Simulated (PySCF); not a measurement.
A PySCF script (with the pyscf-properties extension) for the NMR shieldings of `InChI=1S/C5H8O4Si/c6-3-1-9-5(3)10-2-4(7)8/h5H,1-2,10H2,(H,7,8)/t5-/m1/s1`, on a GFN2-xTB geometry:

```python
import basis_set_exchange as bse
import numpy as np
from pyscf import gto, dft
from pyscf.prop import nmr

atoms = """
O     3.730976   -0.010490   -0.986294
C     2.892683   -0.084474   -0.127915
O     3.013804    0.559634    1.045375
C     1.600894   -0.809237   -0.231474
Si    0.298642    0.466076   -0.798384
C    -1.366541   -0.482058   -0.840519
O    -1.675840   -0.914795    0.503387
C    -2.779459   -0.013318    0.603456
C    -2.542027    0.431889   -0.822036
O    -3.053827    1.203834   -1.579665
H     3.853132    1.044721    1.076929
H     1.317733   -1.211157    0.739219
H     1.697042   -1.617499   -0.952936
H     0.184704    1.526308    0.206082
H     0.573235    0.993009   -2.134688
H    -1.396820   -1.296691   -1.563825
H    -3.724190   -0.533192    0.780373
H    -2.632899    0.753758    1.367764
"""
names = dict.fromkeys(["O", "C", "Si", "H"], "pcSseg-1")
basis = {el: gto.basis.parse(bse.get_basis(n, elements=[el], fmt="nwchem")) for el, n in names.items()}
mol = gto.M(atom=atoms, basis=basis, charge=0, verbose=0)
mf = dft.RKS(mol, xc="PBE0")
mf.grids.level = 2
mf.grids.alignment = dft.numint.BLKSIZE   # the property module wants whole blocks of grid points
mf.conv_tol = 1e-9
mf.kernel()

calc = nmr.RKS(mf)   # GIAO
C = mf.mo_coeff
Co = C[:, mf.mo_occ > 0]
resp = mf.gen_response(singlet=True, hermi=2)
def vind(x):   # induced exchange potential for any number of trial vectors
    d = np.einsum("pi,xij,qj->xpq", C, 2 * x.reshape(-1, C.shape[1], Co.shape[1]), Co, optimize=True)
    return np.einsum("xpq,pi,qj->xij", resp(d - d.transpose(0, 2, 1)), C, Co, optimize=True).ravel()
mo1, _ = nmr.rhf.solve_mo1(calc, with_cphf=vind)
sigma = calc.kernel(mo1)
for i, s in enumerate(sigma):   # ppm
    print("%2d %-2s %9.2f" % (i, mol.atom_pure_symbol(i), np.trace(s) / 3))
```

Q: What are the results?

A: 
```
 0 O    -109.23
 1 C      10.87
 2 O     123.46
 3 C     166.61
 4 Si    384.35
 5 C      86.60
 6 O     351.54
 7 C      94.16
 8 C     -23.31
 9 O    -304.99
10 H      25.81
11 H      29.02
12 H      29.79
13 H      27.30
14 H      27.26
15 H      25.80
16 H      26.12
17 H      26.16
```

These numbers come from an equivalent density-fitted implementation of the same equations, which agrees with the script to about 0.01 ppm for H and up to a few tenths of a ppm for heavy atoms, so last digits may differ.

Q: Turn these shieldings into chemical shifts. Chemical shifts δ = σref − σ; ¹⁷O (σref 336.08) vs H2O; TMS for ¹³C (σref 186.93), ²⁹Si (σref 349.16), ¹H (σref 31.72), all at this level.

A: Averaging equivalent atoms: O 9: 641.1; O 0: 445.3; O 2: 212.6; O 6: -15.5; C 8: 210.2; C 1: 176.1; C 5: 100.3; C 7: 92.8; C 3: 20.3; Si 4: -35.2; H 15: 5.91; H 10: 5.91; H 16: 5.60; H 17: 5.56; H 14: 4.45; H 13: 4.41; H 11: 2.70; H 12: 1.93 ppm. Unscaled 17O shifts of doubly bonded oxygen tend to come out too high, by tens of ppm or more. Experimental scales use liquid or dissolved standards, which lie at an offset from isolated H2O (liquid H2O: subtract about 36 ppm).

Size and cost of the density-fitted run: 217 basis functions, 42 s wall time on 1 thread of an Arm Neoverse V2, shared host; peak memory 0.95 GiB.
